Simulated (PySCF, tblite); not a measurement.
Isomers of C3H11NSi3. Method: GFN2-xTB as coded in tblite; computed harmonic values from a numerical Hessian at the method's own geometry, unscaled. Against measured fundamentals such values can be off by several per cent, at times by over 20. Modes of hydrogen on silicon can be 10 to 20 % off. One conformer each.

Electronic energies: PBE0/pcSseg-1 single points on the GFN2-xTB geometries (PySCF, gas phase).

```json
{"SMILES": "C=C[SiH2]C1[SiH2]N[SiH2]1", "electronic energy, lowest = 0 (kJ/mol)": "0.0"}
{"SMILES": "C[C@@H](C#N)[SiH]([SiH3])[SiH3]", "electronic energy, lowest = 0 (kJ/mol)": "121.4"}
{"SMILES": "C#C[Si@@H](N)C[SiH2][SiH3]", "electronic energy, lowest = 0 (kJ/mol)": "134.6"}
```

Task: How do GFN2-xTB zero-point energies change the relative energies?

Result: 
| SMILES | ZPE (kJ/mol) | of it from modes above 1550 cm⁻¹ | electronic (kJ/mol) | with ZPE, lowest = 0 (kJ/mol) | lowest mode (cm⁻¹) | rings |
| --- | --- | --- | --- | --- | --- | --- |
| C=C[SiH2]C1[SiH2]N[SiH2]1 | 320.7 | 182.5 | 0.0 | 0.0 | 46 | 1 |
| C[C@@H](C#N)[SiH]([SiH3])[SiH3] | 313.2 | 178.7 | 121.4 | 113.9 | 32 | 0 |
| C#C[Si@@H](N)C[SiH2][SiH3] | 313.2 | 189.6 | 134.6 | 127.2 | 18i | 0 |

The zero-point energies span 7.5 kJ/mol, from `C[C@@H](C#N)[SiH]([SiH3])[SiH3]` to `C=C[SiH2]C1[SiH2]N[SiH2]1`. Slightly imaginary modes are left out of the zero-point energy: `C#C[Si@@H](N)C[SiH2][SiH3]` 18.2i cm⁻¹. The order is unchanged.

Task: And how do the electronic energies of GFN2-xTB itself compare?

Result: `C=C[SiH2]C1[SiH2]N[SiH2]1` 0.0; `C[C@@H](C#N)[SiH]([SiH3])[SiH3]` 81.2; `C#C[Si@@H](N)C[SiH2][SiH3]` 144.7 kJ/mol, lowest = 0. Against the energies above, taken from the same isomer `C=C[SiH2]C1[SiH2]N[SiH2]1`, the largest difference is 40.2 kJ/mol.
